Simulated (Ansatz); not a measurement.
`C=C([SiH3])NBF` and `C=C([SiH3])[NH][AlH2]` differ in one atom or group.

Ansatz, PBE0-D4/def2-TZVP geometries, multiplicity 1. Each molecule was computed in one conformer, which needn't be the lowest.

| property | `C=C([SiH3])NBF` |
| --- | --- |
| HOMO–LUMO gap (B3LYP/def2-TZVPP) / eV | 6.11 |
| size of the dipole moment (B3LYP/def2-TZVPP) / D | 1.49 |
| HOMO energy (PBE/def2-TZVPP) / eV | -5.96 |
| HOMO energy (ωB97M-V/def2-TZVPP) / eV | -9.19 |
| HOMO–LUMO gap (ωB97M-V/def2-TZVPP) / eV | 10.71 |
| HOMO–LUMO gap (PBE0/def2-TZVPP) / eV | 6.54 |

Problem. Give the same properties after the change, and the shifts. (An estimate is asked.)

Solution. Ansatz gave: 
```json
{"property": "HOMO–LUMO gap (B3LYP/def2-TZVPP) / eV", "`C=C([SiH3])[NH][AlH2]`": "4.82", "shift": "-1.29"}
{"property": "size of the dipole moment (B3LYP/def2-TZVPP) / D", "`C=C([SiH3])[NH][AlH2]`": "0.99", "shift": "-0.50"}
{"property": "HOMO energy (PBE/def2-TZVPP) / eV", "`C=C([SiH3])[NH][AlH2]`": "-5.40", "shift": "0.56"}
{"property": "HOMO energy (ωB97M-V/def2-TZVPP) / eV", "`C=C([SiH3])[NH][AlH2]`": "-8.55", "shift": "0.64"}
{"property": "HOMO–LUMO gap (ωB97M-V/def2-TZVPP) / eV", "`C=C([SiH3])[NH][AlH2]`": "8.98", "shift": "-1.73"}
{"property": "HOMO–LUMO gap (PBE0/def2-TZVPP) / eV", "`C=C([SiH3])[NH][AlH2]`": "5.23", "shift": "-1.31"}
```

With PBE0 the HOMO rises by 0.63 eV and the LUMO falls by 0.68 eV, so the gap narrows by about 1.31 eV. PBE moves the HOMO by 0.56 eV and ωB97M-V by 0.64 eV. Dipoles are sizes alone; their direction can turn.

B3LYP here is the variant with VWN-RPA as its local correlation; programs differ in this.
